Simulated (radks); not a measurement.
Values are calculated unless marked as measured or tabulated.
Valence configurations of the cobalt ion Co+ (all share [Ar]). Level of theory: Dirac Kohn-Sham, PBE, spin-unpolarised, spherical densities, finite nucleus; open shells fill j = l - 1/2 first; Fermi nuclear charge, rms radius 3.7875 fm (a radial shooting solver on a logarithmic mesh with Libxc functionals). Order these by energy: 3d6 4p2; 3d7 4p1; 3d7.5 4s0.5; 3d7 4s1; 3d8; 3d6.5 4s0.5 4p1; 3d6 4s2; 3d6.5 4s1.5; 3d6 4s1.5 4p0.5; 3d7.5 4p0.5.

Answer. From the lowest, in eV above it: 3d8 0.000; 3d7.5 4s0.5 0.846; 3d7 4s1 2.467; 3d7.5 4p0.5 3.343; 3d6.5 4s1.5 4.983; 3d7 4p1 7.769; 3d6 4s2 8.510; 3d6.5 4s0.5 4p1 10.569; 3d6 4s1.5 4p0.5 11.433; 3d6 4p2 20.396. NIST lists [Ar] 3d8 as the ground configuration; this level of theory agrees among the configurations tried. The energies are those of spherical spin-averaged densities, not of single terms.
